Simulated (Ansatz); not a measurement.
C2H8O2Si (`CC(O)O[SiH3]`) at its PBE0-D4/def2-TZVP geometry, where that method's forces vanish. Charge 0, multiplicity 1.

```xyz
13

C     1.5256    0.4588   -0.4059
C     0.5196   -0.6219   -0.1066
O     0.8541   -1.7365   -0.8644
O    -0.7896   -0.2168   -0.4530
Si   -1.7989    0.6214    0.5386
H     1.4862    0.7001   -1.4692
H     2.5299    0.1150   -0.1548
H     1.3057    1.3574    0.1730
H     0.5279   -0.8732    0.9685
H     0.1770   -2.4053   -0.7259
H    -1.8514   -0.0258    1.8801
H    -1.3539    2.0296    0.7239
H    -3.1321    0.5972   -0.1044
```

Q: What forces (eV/Å) does B3LYP-D4/def2-TZVPP give on these atoms in the Gaussian-basis code of Ansatz? (An estimate is asked.)

A: Ansatz gave: 
```
C1   0.154  0.160 -0.031
C2   0.137  0.057  0.298
O3   0.059 -0.288 -0.143
O4  -0.213  0.055 -0.069
Si5 -0.196  0.116  0.097
H6   0.010  0.000  0.054
H7  -0.042  0.031 -0.015
H8   0.025 -0.041 -0.036
H9   0.006  0.011 -0.074
H10  0.005 -0.060 -0.036
H11  0.002  0.043 -0.084
H12 -0.029 -0.090 -0.009
H13  0.082  0.007  0.047
```

B3LYP here is the variant with VWN-RPA as its local correlation; programs differ in this.
